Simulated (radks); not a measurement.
Results of a calculation; reference values are marked as such.
Coherent X-ray form factor from a spherical all-electron density. Level of theory: scalar-relativistic Kohn-Sham, LB94 model potential, spin-polarised, spherical densities, finite nucleus; Fermi nuclear charge, rms radius of each element as measured or else 0.836 A^(1/3) + 0.57 fm (a radial shooting solver on a logarithmic mesh with Libxc functionals).

sin(theta)/lambda (1/angstrom)  f0 (electrons)
0.05                                    17.808
0.1                                     17.255
0.15                                    16.404
0.2                                     15.346
0.25                                    14.178
0.3                                     12.995
0.4                                     10.848
0.5                                      9.207
0.6                                      8.068
0.8                                      6.712
1                                        5.778
1.25                                     4.684
1.5                                      3.691
2                                        2.317

The species is in the configuration that NIST lists as its ground one. Which atom or ion scatters so?

Answer. The titanium ion Ti4+, [Ar]. Extrapolating in s^2 from the first two rows gives f0(0) = 18.0, near the electron count 18; among species with that count, the fall with angle is slower the higher Z, and the table is that of Z = 22; from so few rows the species is fixed only to a neighbour or two.
